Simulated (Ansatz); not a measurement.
`O[SiH](F)[O][GeH3]`, relaxed with RKS PBE0-D4/def2-TZVP in Ansatz from a PBE-D4/def2-SVP geometry. The force threshold is 0.005 eV/Å; the program also tests the step.

Total charge 0; spin multiplicity 1.

Start:

```xyz
10

O     0.276    1.616    0.703
Si   -1.058    0.876    0.027
F    -2.067    0.453    1.244
O    -0.513   -0.444   -0.790
Ge    0.993   -1.413   -0.487
H     0.118    2.185    1.477
H    -1.843    1.742   -0.895
H     1.150   -1.648    1.037
H     2.195   -0.628   -1.070
H     0.750   -2.739   -1.246
```

(1) How much energy does the relaxation release, and in how many steps? (An estimate is asked.)

(2) Which bonds change most? (Best estimate.)

(3) Give the relaxed structure. (Estimate.)

## Answers

(1) Ansatz gave: 0.10 eV, in 11 steps.

(2) The calculation gave: Si2–O4 from 1.645 to 1.604 Å; Si2–F3 from 1.637 to 1.596 Å; O1–Si2 from 1.669 to 1.633 Å; O4–Ge5 from 1.816 to 1.786 Å.

(3) Ansatz gave: 
```xyz
10

O     0.214    1.691    0.731
Si   -1.027    0.874    0.054
F    -2.011    0.411    1.222
O    -0.424   -0.390   -0.728
Ge    0.999   -1.444   -0.496
H     0.026    2.317    1.431
H    -1.831    1.696   -0.864
H     1.153   -1.736    1.003
H     2.220   -0.707   -1.059
H     0.681   -2.713   -1.293
```
